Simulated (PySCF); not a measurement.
H2OPbS, SMILES [OH][Pb][SH] (connectivity only; charge and spin as stated), neutral, multiplicity 1.

Geometry: PBE-D3(BJ)/def2-TZVP. The def2 effective core potentials stand for the cores of Pb; spin–orbit coupling is left out. Other conformers were not sampled.

Method: PBE-D3(BJ)/def2-TZVP in PySCF.

Frequencies are harmonic and unscaled.

```csv
mode,ν (cm⁻¹),IR (km/mol),moving atoms (share of kinetic energy)
1,120,6.9,"O 59 %, S 23 %, H 10 %"
2,228,27.1,H 96 %
3,284,35.7,"S 83 %, Pb 14 %"
4,379,79.1,"H 90 %, O 10 %"
5,507,84.7,O 90 %
6,556,4.5,H 94 %
7,734,57.9,H 92 %
8,2613,1.5,H 97 %
9,3702,37.8,H 94 %
```
